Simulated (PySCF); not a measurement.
## Assigning NMR signals

Structure with atom numbers: `[O:1]=[C:2]([OH:3])[C:4]1=[CH:5][Si@@H:6]([NH:7][SiH3:8])[CH:9]=[CH:10]1`. Each H is labelled by its parent atom.

Calculated, not measured (PySCF 2.14.0 with density-fitted response routines): σ from GIAO-PBE0/pcSseg-1, geometry from GFN2-xTB. One conformer, no solvent model, non-relativistic, fast rotation and ring inversion assumed for equivalent nuclei.

δ = σ(ref) − σ, references computed at the same level: 13C and 1H against TMS.

Task: Assign these signals to the numbered atoms. 13C{1H} NMR (computed): δ 168.6 (C), 154.5 (C), 153.9 (CH), 150.2 (CH), 137.8 (CH).

Result: 
| δ (ppm) | atoms | environment | reason |
| --- | --- | --- | --- |
| 168.6 | C2 | carboxylic acid carbon | lone-pair donation from the attached heteroatom keeps it upfield of a ketone carbonyl |
| 154.5 | C4 | α carbon of a C=C–C=O unit | as expected for a trigonal carbon in a double bond |
| 153.9 | C10 | alkene CH | the olefinic region |
| 150.2 | C5 | β carbon of a C=C–C=O unit | conjugation with the carbonyl draws π density from the β position |
| 137.8 | C9 | alkene CH | an sp2 carbon of a C=C bond |

C4 and C10 lie closer than the usual error of such a calculation, so a measured spectrum could show them in the other order.

Task: Assign these signals to the numbered atoms. 1H NMR (500 MHz, computed): δ 7.64 (d, 1H), 7.27 (d, 1H), 6.25 (m, 1H), 6.14 (br s, 1H), 5.28 (m, 1H), 4.88 (s, 3H), -0.06 (br s, 1H).

Result: 
7.64 → H(C10), hydrogen on an alkene CH: attached to an sp2 carbon and in the plane of the double bond
7.27 → H(C5), hydrogen on a β carbon of a C=C–C=O unit: attached to an sp2 carbon and in the plane of the double bond
6.25 → H(C9), hydrogen on an alkene CH: a vinylic proton, deshielded by the sp2 carbon and the C=C anisotropy
6.14 → H(O3), hydrogen on an acid hydroxyl oxygen: exchangeable; this is the value without hydrogen bonding to other molecules
5.28 → H(Si6), hydrogen on a silicon bonded to 2 C, N, in a 5-membered ring
4.88 → H(Si8), hydrogen on a silicon bonded to N
-0.06 → H(N7), hydrogen on a nitrogen bonded to 2 Si: exchangeable; this is the value without hydrogen bonding to other molecules

H(C9) and H(O3) lie closer than the usual error of such a calculation, so a measured spectrum could show them in the other order.

OH/NH shifts are gas-phase values; hydrogen bonding in solution moves them, usually downfield. Shifts are as computed. Against solution values, carbons near 30 ppm lie about +3 ppm off and those near 130 ppm about +5 ppm. Of 1309 compounds with measured shifts, 239 miss one by over three times the rms of a fit or turn the order of signals round; such compounds aren't used in these exercises. Hydrogen bonding in solution deshields acid and N–H amide carbonyl carbons by as much as 10 ppm beyond these values. No couplings were computed; multiplicities are counted from neighbouring protons, with m where these are inequivalent, close in shift, in a saturated or five-membered ring or joined by F or P, and br s for small geminal =CH2 splittings.
